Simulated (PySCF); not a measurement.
A structure optimised at B3LYP-D3(BJ)/def2-SVP, used in a PySCF frequency run:

```
C
C 1 1.5014
F 2 1.3526 1 118.65
H 2 1.0951 3 112.78 1 -143.27
C 2 1.5053 4 119.92 3 146.61
H 5 1.0929 2 119.01 4 -1.01
H 5 1.0933 6 116.12 1 -144.14
Cl 1 1.7623 2 118.03 4 140.95
Cl 1 1.7716 2 117.49 4 -2.17
```

Question: Write its SMILES and formula.

Answer: F[C@@H]1CC1(Cl)Cl, C₃H₃Cl₂F

Question: What are its rotational constants (standard atomic weights)?

Answer: 2.8710, 1.9702, 1.3994 GHz
